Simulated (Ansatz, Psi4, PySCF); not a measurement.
Species: C₂H₇Si, charge 0, multiplicity 2. SMILES: C[CH][SiH3]
Geometry: optimised at B3LYP-D3(BJ)/def2-TZVP (Ansatz, a quantum-chemistry and plane-wave program).

Property: size of the dipole moment, in D. Conventions: LANL2DZ with its own core potentials from Na on; 6-311+G** with 5d, 6d on Na to Ar in Ansatz; no spin-orbit coupling; UHF or UKS for open shells; dispersion terms only where a functional's name holds one; 6-31G* and kin with 6d, 5d where marked; non-relativistic. Ab initio and DFT rows: single points at B3LYP-D3(BJ) geometries (Ansatz).

```csv
level,program,size of the dipole moment (D)
PBE/LANL2DZ,Ansatz,0.96
PBE/6-31G*,Ansatz,1.17
PBE/def2-SVP,Ansatz,1.13
B3LYP/3-21G,Ansatz,1.02
B3LYP/6-31G,Ansatz,1.02
B3LYP/6-31G*,Ansatz,1.11
PBE0/6-311+G**,Ansatz,1.05
M06-2X/6-311+G**,PySCF,0.95
wB97X-D/6-31G*,Psi4,1.11
B3PW91/6-31G* (5d),PySCF,1.13
```

No value to compare with is used here. The 10 habitual levels span 0.95 (M06-2X/6-311+G**) to 1.17 D (PBE/6-31G*).

The levels are drawn from those run, B3LYP/6-31G* more often than the rest, none by its result; left out are runs that failed, that the program found above a lower state of the same kind, or whose <S^2> lies over 0.5 above the pure value.
